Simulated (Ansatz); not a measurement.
Sn(H)(Cl)2(OMe) (CH4Cl2OSn), SMILES C[O][SnH]([Cl])[Cl].

The structure is a stationary point at B3LYP-D3(BJ)/def2-SVP. The def2 effective core potentials stand for the cores of Sn; spin–orbit coupling is left out. Other conformers were not sampled.

Two levels are set side by side: PBE/def2-SVPD (Ansatz, an electronic-structure program) and PBE0/def2-SVPD (Ansatz). Energy differences of separate SCF runs at the same geometry; the states with an electron removed or added have multiplicity 2 and 2. Differences are taken from unrounded values.

```tsv
quantity	PBE0
vertical ionisation energy (eV)	10.41
vertical electron affinity (eV)	0.60
vertical singlet–triplet gap (eV)	4.77
```

Problem. What does PBE give, and how far is it from PBE0? (An estimate is asked for; the answer gives what the named calculation found.)

Solution. 
```csv
quantity,PBE,PBE minus PBE0
vertical ionisation energy (eV),9.96,-0.45
vertical electron affinity (eV),0.71,0.11
vertical singlet–triplet gap (eV),4.25,-0.52
```
